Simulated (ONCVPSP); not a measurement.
# Sc (Z = 21): variants of one ONCV potential

Base potential:

```json
{
 "Element": "scandium",
 "Generator": "ONCVPSP 4.0.1",
 "Type": "optimised norm-conserving Vanderbilt (ONCV)",
 "Functional": "PBEsol",
 "Relativity": "fully relativistic",
 "Frozen core": "[Ne]",
 "Valence charge": "11",
 "Reference configuration": "3s2 3p6 3d1 4s2",
 "Partial waves": "3s+4s: rc 1.50 bohr, ncon 3, nbas 7, qcut 9.3 1/bohr, 3 projectors, debl 0.6 Ha; 3p: rc 1.55 bohr, ncon 4, nbas 8, qcut 9.9 1/bohr, 2 projectors, debl 0.7 Ha; 3d: rc 2.55 bohr, ncon 4, nbas 8, qcut 6.7 1/bohr, 3 projectors, debl 0.6 Ha",
 "Local potential": "polynomial inside 1.10 bohr (lpopt 5, dvloc0 0 Ha)",
 "Core correction": "polynomial model core, fcfact 0.2"
}
```

Open shells are filled in proportion to 2j + 1.

In the p channel the program set the typed energies aside and used -1.226, 0.250 Ha (j = l + 1/2; the other j can differ).

Cutoffs, loose and tight: the cutoffs (Ha) at which the residual kinetic energy of the hardest occupied pseudo-wave falls to 1 and 0.1 mHa per electron. They do not see the model core or the augmentation charge, which bear on the density cutoff. Test errors are all-electron minus pseudo excitation energies from the reference, over the configurations 3s2 3p6 3d1 4s1; 3s2 3p6 3d1 4s0; 3s2 3p6 3d0 4s0; 3s2 3p6 3d1 4s0 4p2. A dash means not determined; rows that change the core or the reference have their own tests. The largest error is taken over the tests solved by every variant that gives reliable tests at all: 3s2 3p6 3d1 4s0; 3s2 3p6 3d1 4s0 4p2; 3s2 3p6 3d1 4s1.

1 further variants are left out, since the program set their typed debl aside.

| change | outcome | cutoff, loose | cutoff, tight | bound ghosts | GHOST(+) flags above zero | largest test error (meV) |
| --- | --- | --- | --- | --- | --- | --- |
| base | generated, projector energies reset by the program | 26 Ha | 32 Ha | none | s | +0.5 |
| p: rc 1.74 | generated, projector energies reset by the program | 26 Ha | 32 Ha | none | s | +0.6 |
| s: qcut 5.9; p: qcut 6.3; d: qcut 4.3 | generated, projector energies reset by the program | 23 Ha | 37 Ha | none | s, d5/2, d3/2 | -9.4 |
| p: qcut 10.3 | generated, projector energies reset by the program | 26 Ha | 32 Ha | none | s | +0.5 |
| local potential polynomial inside 1.50 bohr (lpopt 5, dvloc0 0 Ha) | generated, projector energies reset by the program | 26 Ha | 32 Ha | none | none | +0.5 |
| local potential polynomial inside 1.10 bohr (lpopt 5, dvloc0 -1.5 Ha) | generated, projector energies reset by the program | 26 Ha | 32 Ha | none | s | +0.5 |
| core correction polynomial model core, fcfact 1.06 | generated, projector energies reset by the program | 26 Ha | 32 Ha | none | s | +0.5 |

Task: What comes out with this change to the base: s: rc 1.54?

Result: outcome: generated, projector energies reset by the program; cutoff, loose: 26 Ha; cutoff, tight: 31 Ha; bound ghosts: none; GHOST(+) flags above zero: s; largest test error (meV): +0.5.

Task: What comes out with this change to the base: all radii but the core radius scaled by about 1.33 (s 2.00, p 2.06, d 3.38 bohr); local potential polynomial inside 1.46 bohr (lpopt 5, dvloc0 0 Ha)?

Result: outcome: generated, projector energies reset by the program; cutoff, loose: 19 Ha; cutoff, tight: 23 Ha; bound ghosts: none; GHOST(+) flags above zero: none; largest test error (meV): -9.9.
